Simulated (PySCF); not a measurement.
**r2SCAN0 on Cl²⁺ (chlorine, charge +2)**

Configuration: [Ne] 3s2 3p3, high-spin 4S determinant. Calculation: PySCF 2.14, in aug-cc-pV(5+d)Z (8s7p6d4f3g2h, 136 functions); no relativity, point nucleus.

```
Total energy                                     : -458.7788 hartree
One-electron energy                              : -618.7631 hartree
Hartree (Coulomb) energy                         : 187.4571 hartree
Exchange-correlation energy                      : -27.4727 hartree
Kinetic energy                                   : 458.33880 hartree
⟨S²⟩                                             : 3.7505
⟨L²⟩                                             : 0.000
Sum of ⟨r⟩                                       : 11.18 bohr
Sum of ⟨r²⟩                                      : 15.35 bohr²
Density at the nucleus (Gaussians lack the cusp) : 3210 bohr⁻³
Spin density at the nucleus                      : 0.167 bohr⁻³
Langevin diamagnetic susceptibility              : -12.2 ×10⁻⁶ cm³/mol
```

```
shell  electrons  mean orbital energy (hartree)  rms radius, mean of both spins (bohr)
 1s α          1                     -103.20805                                  0.106
 1s β          1                     -103.17371                                  0.106
 2s α          1                      -10.74165                                  0.483
 2s β          1                      -10.71920                                  0.483
 2p α          3                       -8.42742                                  0.453
 2p β          3                       -8.38311                                  0.453
 3s α          1                       -1.84374                                   1.56
 3s β          1                       -1.60225                                   1.56
 3p α          3                       -1.30110                                   1.71
```
